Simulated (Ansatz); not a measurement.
Consider the formal exchange of groups at a Te–C bond: `C[Te]CO` + `CC=N` → `C[Te]C(C)=N` + CH₃OH.

Program: Ansatz. Geometries: PBE0-D4/def2-TZVP. ΔE: electronic, gas phase. CCSD(T)/CBS is the MP2 limit (def2-TZVPP, def2-QZVPP) plus CCSD(T) − MP2 in def2-TZVPP, frozen cores. This one scheme is used for every species. DFT in def2-TZVPP. Elements past krypton have def2 core potentials. For Te outer-core shells are correlated without core-valence functions, which leaves a few kJ/mol of doubt a bond. Each species was taken in one conformer, which may not be the lowest.

`C[Te]CO`:

```xyz
10

C     1.521   -0.703    0.457
Te   -0.009   -1.219   -0.942
C    -1.378    0.272   -0.181
O    -0.914    1.582   -0.304
H     1.592    0.382    0.491
H     2.459   -1.123    0.097
H     1.284   -1.108    1.438
H    -1.520    0.076    0.880
H    -2.322    0.094   -0.707
H    -0.710    1.746   -1.229
```

`CC=N`:

Z-matrix (Å, degrees):
```
C
C 1 1.493
H 1 1.092 2 111.6
H 1 1.094 2 110.3 3 -121.2
H 1 1.094 2 110.3 3 121.2
N 2 1.263 1 127.9 3 0.0
H 2 1.095 1 115.5 3 -180.0
H 6 1.023 2 110.6 1 0.0
```

`C[Te]C(C)=N`:

Z-matrix (Å, degrees):
```
C
Te 1 2.138
H 1 1.087 2 110.4
H 1 1.090 2 106.0 3 -118.4
H 1 1.087 2 110.4 3 123.2
C 2 2.145 1 99.5 3 -61.8
N 6 1.260 2 122.4 1 179.3
C 6 1.493 2 116.8 1 -0.8
H 7 1.018 6 114.1 2 -0.1
H 8 1.093 6 110.9 2 -59.6
H 8 1.093 6 110.9 2 59.6
H 8 1.091 6 108.8 2 -180.0
```

CH₃OH:

Z-matrix (Å, degrees):
```
C
O 1 1.409
H 1 1.097 2 112.4
H 1 1.090 2 107.0 3 -118.5
H 1 1.097 2 112.4 3 123.0
H 2 0.959 1 108.5 3 -61.6
```

```csv
level,ΔE (kJ/mol),difference from CCSD(T)/CBS
PBE-D4,-12.5,-2.1
r2SCAN-D4,-13.9,-3.5
ωB97M-V,-6.0,4.4
B2PLYP,-9.4,1.0
HF/def2-TZVPP,-0.2,10.2
MP2/def2-TZVPP,-14.9,-4.5
CCSD/def2-TZVPP,-6.8,3.6
HF/def2-QZVPP,-0.8,9.6
SCS-MP2/def2-QZVPP,-12.3,-1.9
HF/CBS(def2),-0.8,9.6
CCSD(T)/CBS,-10.4,0
```

Largest T1 diagnostic among the species: 0.012.

In def2-TZVPP, CCSD(T) changes the Hartree–Fock value by −9.2 kJ/mol (the triples alone add −2.6 kJ/mol) and MP2 by −14.7 kJ/mol. The D4 term adds −5.6 kJ/mol with B3LYP and −3.1 kJ/mol with PBE0; it sums over pairs of atoms, weighted by their polarisabilities, and B3LYP, whose exchange is more repulsive, gets the larger term.

CCSD(T)/CBS has its own doubt, a few kJ/mol and more with outer-core shells, so smaller differences from it don't rank the levels.

B3LYP here is the variant with VWN-RPA as its local correlation; programs differ in this.
